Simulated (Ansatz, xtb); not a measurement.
Relative energy of two isomers of C7H5ClO

We compare I, `O=Cc1cccc(Cl)c1`, a singlet, with II, `O=Cc1ccccc1Cl`, a singlet. Both are isolated molecules in the gas phase, relaxed with PBE0-D3(BJ)/def2-SVP; the shapes shown needn't be the lowest conformers.

I (Å):

```xyz
14

C     0.4009   -2.0474   -1.4736
C    -0.0588   -0.6561   -1.6948
C    -0.6891    0.0479   -0.6656
C    -1.1181    1.3550   -0.8833
C    -0.9197    1.9589   -2.1223
C    -0.2877    1.2457   -3.1461
C     0.1451   -0.0581   -2.9433
Cl   -0.0457    2.0046   -4.6823
O     0.9506   -2.7228   -2.3052
H     0.1966   -2.4445   -0.4461
H    -0.8415   -0.4326    0.3048
H    -1.6119    1.9140   -0.0855
H    -1.2505    2.9823   -2.3076
H     0.6397   -0.6270   -3.7327
```

II (Å):

| atom | x (Å) | y (Å) | z (Å) |
| --- | --- | --- | --- |
| C | 1.0224 | -1.5837 | -1.1008 |
| C | 0.1747 | -0.4668 | -1.5887 |
| C | -0.6130 | 0.2231 | -0.6571 |
| C | -1.4278 | 1.2759 | -1.0471 |
| C | -1.4637 | 1.6552 | -2.3910 |
| C | -0.6910 | 0.9866 | -3.3361 |
| C | 0.1243 | -0.0702 | -2.9332 |
| Cl | 1.0719 | -0.8774 | -4.1419 |
| O | 1.0652 | -1.9222 | 0.0559 |
| H | 1.6280 | -2.1014 | -1.8793 |
| H | -0.5531 | -0.1078 | 0.3827 |
| H | -2.0362 | 1.8039 | -0.3100 |
| H | -2.1010 | 2.4828 | -2.7115 |
| H | -0.7120 | 1.2752 | -4.3880 |

Quicker runs give these differences E(II) − E(I): GFN2-xTB +0.006 eV; HF/STO-3G +0.044 eV (at GFN2-xTB geometries); r2SCAN-D4/def2-SVP +0.039 eV (at GFN2-xTB geometries).

Estimate E(II) − E(I) at the level CCSD(T)/def2-SVP + ΔMP2/def2-TZVPP.

CCSD(T)/def2-SVP + ΔMP2/def2-TZVPP gives E(II) − E(I) = +0.060 eV, favouring structure I, but this leans on the basis-set step: CCSD(T) alone gives +0.040 eV.

Level by level:

```
                             level              geometry  E(II) − E(I) (eV)  departure from the last row (eV)  job, with rough time for the two
                          GFN2-xTB              GFN2-xTB              +0.006                            −0.054              optimisation, 0.14 s
                         HF/STO-3G              GFN2-xTB              +0.044                            −0.016              single point, 0.66 s
                r2SCAN-D4/def2-SVP              GFN2-xTB              +0.039                            −0.021               single point, 6.9 s
              PBE0-D3(BJ)/def2-SVP  PBE0-D3(BJ)/def2-SVP              +0.028                            −0.032                optimisation, 44 s
                       HF/def2-SVP  PBE0-D3(BJ)/def2-SVP              +0.065                            +0.004           part of the CCSD(T) run
                      MP2/def2-SVP  PBE0-D3(BJ)/def2-SVP              +0.040                            −0.021           part of the CCSD(T) run
                  CCSD(T)/def2-SVP  PBE0-D3(BJ)/def2-SVP              +0.040                            −0.020                      single point
CCSD(T)/def2-SVP + ΔMP2/def2-TZVPP  PBE0-D3(BJ)/def2-SVP              +0.060                                               single point, 3.5 min
```

As drawn, both hold the same kinds of bond in the same numbers.

GFN2-xTB finds them nearly level. The largest departure from CCSD(T)/def2-SVP + ΔMP2/def2-TZVPP is that of GFN2-xTB, 0.054 eV. The last row adds to CCSD(T) the change of the MP2 difference between the two basis sets, here +0.020 eV.

With thermal terms from frequencies at re-optimised GFN2-xTB minima (ideal gas, soft modes damped towards free rotors, one conformer each, 298.15 K, 1 atm): on the last row, ΔE + ΔZPE = +0.065, ΔH = +0.065, ΔG = +0.066 eV.

The correlated steps freeze 13 core orbitals. Programs: Ansatz 0.2.0, xtb 6.7.1; the last row on 2 threads of Arm Neoverse V2 on a shared host.
